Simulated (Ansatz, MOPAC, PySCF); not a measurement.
Complex: HCl (SMILES Cl) (first 2 atoms) with H2Se (SMILES [SeH2]); geometry from B3LYP-D3(BJ)/def2-TZVP.
(charge 0, multiplicity 1):
```tsv
atom	x (Å)	y (Å)	z (Å)
Cl	0.2739	-0.6894	-0.3934
H	0.1376	-0.2267	0.8135
Se	-0.0330	0.5516	3.1973
H	1.4028	0.2964	3.3895
H	-0.3691	-0.8133	3.6307
```

Monomers are frozen at their geometry in the pair; levels with a basis set take the counterpoise correction. Rows marked so take none.

Correlated levels freeze the cores. Filled d and f shells under p-block atoms count as core. CBS: X⁻³ extrapolation of the correlation energy, Hartree–Fock from the larger set. Rows in 3-21G, 6-31G*, LANL2DZ, STO-3G carry no dispersion term and start afresh at each structure (6-31G* with six Cartesian d functions); the Pople sets are all-electron and without relativity. MP2/6-31G* freezes PySCF's default core, which leaves 3d correlated. LANL2DZ brings its own core potentials from Na on. The state that PM7 reach isn't checked; PM7 holds dispersion and hydrogen-bond terms.

Codes used: Ansatz (Gaussian basis) for Hartree–Fock, density functionals and correlated methods; MOPAC for PM7 (differences of heats of formation); PySCF for 3-21G rows, 6-31G* rows, LANL2DZ rows, STO-3G rows, the dispersion terms. 

Other levels give for the interaction energy: PBE/def2-TZVPPD -4.04; B3LYP/def2-TZVPPD -2.63; B3LYP-D3(BJ)/def2-TZVPPD -4.17; wB97M-V/def2-TZVPPD -3.21; CCSD(T)/CBS(def2-TZVPPD, def2-QZVPPD) -3.24 kcal/mol.

Common cheap choices:

```tsv
level	interaction energy (kcal/mol)	less -3.24 (CCSD(T)/CBS(def2-TZVPPD, def2-QZVPPD))
PM7	-3.68	-0.44
HF/STO-3G (no counterpoise)	-4.13	-0.89
HF/6-31G*	-0.60	2.64
HF/6-31G* (no counterpoise)	-1.04	2.19
B3LYP/3-21G (no counterpoise)	-5.04	-1.81
B3LYP/6-31G* (no counterpoise)	-3.36	-0.12
B3LYP/LANL2DZ (no counterpoise)	-3.44	-0.20
MP2/6-31G*	-1.89	1.35
```

Ansatz is a first-principles code.
